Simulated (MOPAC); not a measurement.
MOPAC input (PM7):

```
PM7 1SCF CHARGE=1 GEO-OK AUX(PRECISION=9) THREADS=1
HSZn

Zn   -0.35662410 1   -0.64163584 1   -0.28468032 1
S     0.57711211 1    1.17392582 1    0.45907469 1
H     1.46492907 1    0.46626226 1    1.19521433 1
```

Task: What heat of formation does the run end on, and which ionisation energy by Koopmans theorem?

Result: 194.97 kcal/mol; 14.08 eV.
